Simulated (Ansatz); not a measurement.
Consider the ligand exchange at the Si–C bond: `CC(F)=C=C[SiH3]` + `BO[SiH2]S` → `BO[SiH2]S[SiH3]` + `C=C=C(C)F`.

Isolated molecules relaxed with PBE0-D4/def2-TZVP in Ansatz; ΔE leaves out vibrations. CCSD(T)/CBS is the MP2 limit (def2-TZVPP, def2-QZVPP) plus CCSD(T) − MP2 in def2-TZVPP, frozen cores. Functionals use def2-TZVPP. B3LYP here is the variant with VWN-RPA as its local correlation; programs differ in this. One conformer a species, not always the lowest.

Is it downhill or uphill in electronic energy at CCSD(T)/CBS, and by how much? (An estimate is asked.)

The calculation gave: Downhill: ΔE = -0.58 eV.

What do these levels give: B3LYP-D4, PBE, r2SCAN, B3LYP, SCS-MP2/def2-TZVPP, CCSD(T)/def2-TZVPP? (An estimate is asked.)

Computed: B3LYP-D4 -0.57, PBE -0.54, r2SCAN -0.58, B3LYP -0.49, SCS-MP2/def2-TZVPP -0.54, CCSD(T)/def2-TZVPP -0.54 eV.

Largest T1 diagnostic among the species: 0.013.

The D4 term adds −0.07 eV with B3LYP and −0.04 eV with PBE0; it sums over pairs of atoms, weighted by their polarisabilities, and B3LYP, whose exchange is more repulsive, gets the larger term.
